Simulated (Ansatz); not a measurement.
A run for Ansatz (a program for electronic structure): R-SVWN5/def2-TZVPP on AlF2HO (SMILES [OH][Al]([F])[F]), a point of a torsion scan.

Ansatz 0.2 input:
```yaml
crystal:
  periodic: [false, false, false]
  atoms:
    - {symbol: O, position_ang: [1.12831460, -0.13522307, 0.16650156]}
    - {symbol: Al, position_ang: [-0.48878259, 0.04219412, 0.07143609]}
    - {symbol: F, position_ang: [-1.29286249, 0.26085423, -1.34248972]}
    - {symbol: F, position_ang: [-1.38407243, -0.04275517, 1.44001438]}
    - {symbol: H, position_ang: [2.02753107, -0.00945735, -0.09668561]}
basis:
  gaussian:
    orbitals: def2-TZVPP
hamiltonian:
  xc: {name: SVWN5}
scf: {lower_state_search: off}
```

The log:

```
WARN ansatz: RAYON_NUM_THREADS=1 ignored (pool sized by the plan → 1); use --threads N
Functional definition: SVWN5
these checks for a lower state are left out or cut short: stability, starts, cluster_reference, orbital_swaps, neighbouring_geometries, increment
integrals: 0.05 GiB planned
791 factors; their error is unknown
mean field: 0.40 GiB planned
mean field evaluation 1: about -14014.9778 eV, gradient 8.6e1 eV
mean field evaluation 2: about -13961.6110 eV, gradient 1.9e2 eV
mean field evaluation 4: about -14025.3642 eV, gradient 2.1e1 eV
mean field evaluation 8: about -14025.9507 eV, gradient 1.6e-1 eV
mean field evaluation 16: about -14025.9507 eV, gradient 8.1e-6 eV
mean field -14025.95070593 eV, -515.4441813120 hartree, gradient 8.1e-6 eV, S^2 0.000000; 0 other end points of the search recorded, 0 dependent functions left out
reference -14025.95074367 eV, -515.4441826990 hartree; 20, 20 occupied and 129, 129 virtual orbitals, 791 factors
Total energy: -14025.95074367 eV, -515.4441826990 hartree
Checks for a lower state left out: stability, starts, cluster_reference, orbital_swaps, neighbouring_geometries, increment
```

The calculation finished and met its thresholds.

Cost: about 0.7 core-seconds (a rough figure).
